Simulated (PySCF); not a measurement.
Species: CH10OSi3.
Structure used (PBE0-D3(BJ)/def2-SVP), in Å, numbered top down from 1:
```xyz
15
CH10OSi3 angstrom
C     -2.0933   -0.6543    0.8279
Si    -1.1357    0.2191   -0.5290
O     -0.6359    1.7502   -0.0516
Si     0.9122   -0.8500   -0.9363
Si     2.4960    0.4186    0.2401
H     -3.0140   -0.1084    1.0901
H     -2.3831   -1.6657    0.5004
H     -1.4801   -0.7523    1.7372
H     -2.0083    0.3208   -1.7457
H     -1.3191    2.4026    0.1290
H      1.2537   -0.9094   -2.3931
H      0.8828   -2.2540   -0.4115
H      2.0750    0.5223    1.6713
H      3.8499   -0.2192    0.1970
H      2.5954    1.7878   -0.3464
```

Computed, not measured: PBE0-D3(BJ)/def2-SVP geometry optimisation, gas phase (PySCF 2.14.0).

Take the most abundant isotopes and a rigid rotor. The values belong to one conformer with, in the numbering `[CH3:1][Si@@H:2]([OH:3])[SiH2:4][SiH3:5]`, C1–Si2–O3–H -65°, C1–Si2–Si4–Si5 -99°.

Q: Give the principal moments of inertia and the rotational constants in GHz.

A: Ia = 151.39, Ib = 385.02, Ic = 441.46 u·Å²; 505379 MHz·u·Å²/I gives 3338, 1313 and 1145 MHz, that is A = 3.3382, B = 1.3126, C = 1.1448 GHz.

Q: What kind of rotor is it?

A: An asymmetric top. Ray's parameter κ = (2B − A − C)/(A − C) = -0.847; −1 is the prolate and +1 the oblate limit.

Q: What does the inertial defect say?

A: Not planar: Δ = Ic − Ia − Ib = -94.95 u·Å². For a rigid frame Δ = −2 Σ m c², so Σ m c² = 47.48 u·Å² lies off the ab plane: 16.82 from hydrogen and 30.66 from heavier atoms. The atom farthest from that plane is 2.07 Å away.

Q: Give the other two planar moments, Paa and Pbb, and the rms extents of the mass along the axes.

A: Paa = Σ m a² = (Ib + Ic − Ia)/2 = 337.55 and Pbb = Σ m b² = (Ia + Ic − Ib)/2 = 103.92 u·Å². With the mass M = 122.00 u, the rms extents √(P/M) along a, b and c are 1.66, 0.92, 0.62 Å.

Q: Which lines would a microwave search look for?

A: The dipole components are |μa| = 2.10 D, |μb| = 0.45 D, |μc| = 0.34 D. The squared components, which scale the intensities, stand as 1.00 : 0.05 : 0.03 (a : b : c). Some lines, for components of 0.1 D or more:

```tsv
type	branch	J(Ka,Kc)	MHz	lower level (cm⁻¹)
c	Q	2(1,2) ← 2(0,2)	1868	0.246
c	Q	1(1,1) ← 1(0,1)	2026	0.082
b	Q	1(1,0) ← 1(0,1)	2193	0.082
c	Q	5(2,4) ← 5(1,4)	5115	1.339
b	Q	3(2,1) ← 3(1,2)	5881	0.579
b	Q	5(2,4) ← 5(1,5)	7622	1.256
c	Q	5(3,3) ← 5(2,3)	10295	1.521
a	R	5(3,3) ← 4(3,2)	12318	1.454
a	R	5(1,4) ← 4(1,3)	12659	0.917
b	R	5(1,5) ← 4(0,4)	13220	0.815
b	R	4(3,1) ← 3(2,2)	20405	0.773
c	R	5(5,1) ← 4(4,1)	31274	1.946
```

Stationary, but not proved a minimum. Zero-point vibration and centrifugal distortion are left out. A rigid rotor knows nothing of internal rotation, which can split or shift real lines.

Time: 62 s wall. Hardware: Arm Neoverse V1, one thread (shared host). That covers the optimisation of the geometry.
